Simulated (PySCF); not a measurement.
How methods differ on the ionisation energy of K¹¹⁺

K¹¹⁺ [He] 2s2 2p4 (3P) → K¹²⁺ [He] 2s2 2p3 (4S), as a difference of total energies. Computed with PySCF 2.14 in an even-tempered Gaussian basis (20 s from 1.1 bohr⁻², ratio 2.2; 12 p from 1.4 bohr⁻², ratio 2.2; 6 d from 9.9 bohr⁻², ratio 2.4; 5 f from 15 bohr⁻², ratio 2.4; 5 g from 22 bohr⁻², ratio 2.4), with the spin-free X2C one-electron Hamiltonian (Gaussian nucleus). Correlated levels: nothing frozen; virtual orbitals above 40 to 60 times the deepest correlated orbital energy dropped. The calculations carry no spin-orbit coupling.

| method | ionisation energy (eV) |
| --- | --- |
| UHF | 628.01 |
| LDA | 628.92 |
| PBE | 630.29 |
| PBE0 | 630.17 |
| r2SCAN | 630.38 |
| r2SCAN0 | 630.21 |
| BHandHLYP | 630.21 |
| MP2 (all electrons) | 629.52 |
| SCS-MP2 (all electrons) | 629.65 |

Problem. How much does correlation contribute at MP2 (all electrons)?

Solution. 629.52 − (628.01) = 1.51 eV, measured against UHF.

A first-order spin-orbit estimate (lowest level to lowest level, LS coupling) adds 1.032 eV.

For comparison: 631.1 ± 0.9 eV (semi-empirical (NIST evaluation); NIST Atomic Spectra Database, ionization energies).
